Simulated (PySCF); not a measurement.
## FTaN + HCl → ClTaN + HF

Level: PBE0 in the def2-TZVP basis family, computed in PySCF with density fitting; scalar-relativistic core potentials for atoms from Rb on, none lighter, no spin–orbit coupling; open shells unrestricted.

```
species                                       state and structure      E (Eh)  ZPE (kJ/mol)  H(298 K) − H(0) (kJ/mol)  S° (J/(mol K))
   FTaN    doublet, Cs, Ta–F 1.872 Å, Ta–N 1.683 Å; F–Ta–N 104.6°  -211.48419          12.3                      11.4           288.8
    HCl                                singlet, C∞v, H–Cl 1.279 Å  -460.66440          17.9                       8.7           186.6
  ClTaN  doublet, Cs, Ta–Cl 2.289 Å, Ta–N 1.681 Å; Cl–Ta–N 105.6°  -571.75674          10.3                      12.2           300.8
     HF                                 singlet, C∞v, H–F 0.920 Å  -100.39188          24.9                       8.7           173.6
```

Q: What is the electronic reaction energy?

A: At PBE0/def2-TZVP, ΔE = -0.1 kJ/mol from the differences of the total energies times 2625.5, downhill. 

Q: Add zero-point, thermal and entropy terms for 298.15 K and 1 bar.

A: ΔZPE = 5.0 and Δ[H(298) − H(0)] = 0.8 kJ/mol give ΔH° = 5.7 kJ/mol. ΔS° = -1.0 J/(mol K), so ΔG° = 5.7 − 298.15 × (-0.0010) = 6 kJ/mol and log₁₀K = -1.1.

Spin–orbit coupling can matter for FTaN, ClTaN and is left out. Open d or f shells are single determinants, so the state found may not be the ground state. The structures come from searches over a few start shapes, so lower isomers are not excluded.
